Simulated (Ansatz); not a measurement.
Species: sum formula BNH$_{5}$, charge 1, multiplicity 1. It need not be the lowest isomer of its formula. 
Structure (B3LYP-D3(BJ)/def2-TZVP (Ansatz, a quantum-chemistry and plane-wave program) minimum search):
```
N
H 1 1.0245
H 1 1.0252 2 108.83
H 1 1.0308 2 106.19 3 -113.32
B 1 1.5510 2 113.81 4 -119.41
H 5 1.1765 1 115.79 2 24.46
H 5 1.1767 6 128.80 1 -178.13
```
Charge +1, spin multiplicity 1.

Computed values are from Ansatz. Cores are frozen in the correlated levels unless marked. UHF or UKS for open shells. Spin-orbit coupling is left out. Non-relativistic. Basis-set limits of correlation are two-point, X^-3; Hartree-Fock from the larger set. The bracket is a focal-point correction in the basis named.

```yaml
vertical ionisation energy (to the doublet): 19.74 eV at RI-MP2/CBS(aug-cc-pVTZ,aug-cc-pVQZ)+[CCSD(T)-MP2]/aug-cc-pVTZ
vertical electron affinity (to the doublet; negative means unbound): 5.45 eV at RI-MP2/CBS(aug-cc-pVTZ,aug-cc-pVQZ)+[CCSD(T)-MP2]/aug-cc-pVTZ
total_energy: -82.2277 Eh at CCSD(T)/CBS(cc-pVTZ,cc-pVQZ)
T1 diagnostic: 0.007 at CCSD/def2-QZVPP
```
